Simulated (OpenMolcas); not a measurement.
Mn4+: effect of the basis set

- Program: OpenMolcas
- Method: MS-CASPT2, IPEA 0.25 Eh, imaginary shift 0.1 Eh (closed shells correlated: 3s 3p)
- Active space: 3 electrons in 5 orbitals (3d)
- State averaging: 2S+1 = 4 even, 10 roots; 2S+1 = 2 even, 40 roots
- Spin-orbit coupling: state interaction with AMFI integrals over the reference wave functions, term energies averaged over their components

A. ANO-R1 [5s3p3d1f], X2C, finite nucleus; CASPT2 step roughly 6 core-seconds
B. ANO-L-VTZP [6s5p3d2f1g], non-relativistic, point nucleus; CASPT2 step of the order of 11 core-seconds
C. ANO-RCC-VTZP [6s5p3d2f1g], DKH2, point nucleus; CASPT2 step roughly 9 core-seconds
D. ANO-R2 [7s4p4d2f1g], X2C, finite nucleus; CASPT2 step about 10 core-seconds
E. ANO-RCC-VQZP [7s6p4d3f2g1h], DKH2, point nucleus; CASPT2 step roughly 22 core-seconds
F. ANO-R3 [8s5p5d3f2g1h], X2C, finite nucleus; CASPT2 step roughly 21 core-seconds

Energies in cm⁻¹ above 3d³ ⁴F_3/2, the measured ground level; measured values from Corliss and Sugar, J. Phys. Chem. Ref. Data 6, 1253 (1977).

```
               Level      A      B      C      D      E      F  Measured
          3d³ ⁴F_3/2    0.0    0.0    0.0    0.0    0.0    0.0       0.0
          3d³ ⁴F_5/2    377    391    374    367    363    367       359
          3d³ ⁴F_7/2    888    921    881    864    854    865       835
          3d³ ⁴F_9/2   1518   1573   1506   1477   1460   1478      1412
          3d³ ⁴P_1/2  17510  17390  17160  17130  17050  16930     16434
          3d³ ⁴P_3/2  17660  17540  17300  17270  17190  17070     16595
          3d³ ⁴P_5/2  18110  18010  17760  17710  17630  17510     17049
          3d³ ²G_7/2  18860  18400  18110  18140  17830  17680     17892
          3d³ ²G_9/2  19400  18950  18640  18660  18340  18200     18399
   3d³ ²P_3/2 [61 %]  24300  23830  23450  23480  23270  23080     22919
          3d³ ²P_1/2  24480  23960  23540  23570  23380  23220     23082
       3d³ ²D_5/2(1)  26030  25700  25330  25320  25040  24830     24630
3d³ ²D_3/2(1) [62 %]  26060  25680  25270  25260  25010  24820     24670
          3d³ ²H_9/2  26770  25920  25500  25570  25160  25010     24975
         3d³ ²H_11/2  27170  26330  25890  25960  25550  25400     25334
          3d³ ²F_7/2  43120  41970  41400  41480  41120  40840     40423
          3d³ ²F_5/2  43350  42200  41620  41700  41340  41060     40707
       3d³ ²D_5/2(2)  67110  65740  64930  65040  64590  64080     62608
       3d³ ²D_3/2(2)  67380  66020  65200  65310  64860  64350     62854
```

Deviations, from unrounded energies. A percentage is the sum of absolute deviations over the sum of measured energies, with the sign that they share, or ± where signs differ.

```json
{"Against measurement": "mean absolute deviation (cm-1)", "Levels": "18", "A": "1600", "B": "1100", "C": "710", "D": "730", "E": "510", "F": "360"}
{"Against measurement": "fine structure of the ground term (%)", "Levels": "3", "A": "+6.8", "B": "+10.7", "C": "+5.9", "D": "+3.9", "E": "+2.7", "F": "+4.0"}
{"Against measurement": "other terms of the ground configuration (%)", "Levels": "15", "A": "+6.6", "B": "+4.4", "C": "+2.9", "D": "+3.0", "E": "±2.1", "F": "±1.4"}
```

F lies closest to measurement on these levels and A furthest from it. The largest miss of F in the table is 3d³ ²D_3/2(2), by +1500 cm-1. The ranking rests on the paired levels alone, and a cruder setting can come out closer through cancelling errors.

The two smallest mean deviations differ by little beside CASPT2's spread within terms, so their order carries little weight.

Among A to F the level of the table that moves most is 3d³ ²D_3/2(2), by 3000 cm-1 (lowest in F, highest in A). Moves below CASPT2's spread within the term are not significant.

CASPT2 breaks the degeneracy within a term, and the mean is taken; among the terms shown or strongly mixed into the levels shown the widest spread is 1000 cm-1 (3d³ ⁴F, E). The basis is small and was not contracted for so high a charge (holds for A). Measured partners are found by configuration, term and J. A level has none where our copy of the source lacks it or the pairing is in doubt (some pairs that miss far off the trend of their configuration count as doubtful), and it then counts in no deviation. Only configurations of the active space appear.

A share in square brackets marks a mixed level and gives the weight of the term that names it, the lowest over the columns. A number in round brackets counts repeated terms of one configuration in the order of the reference energies.
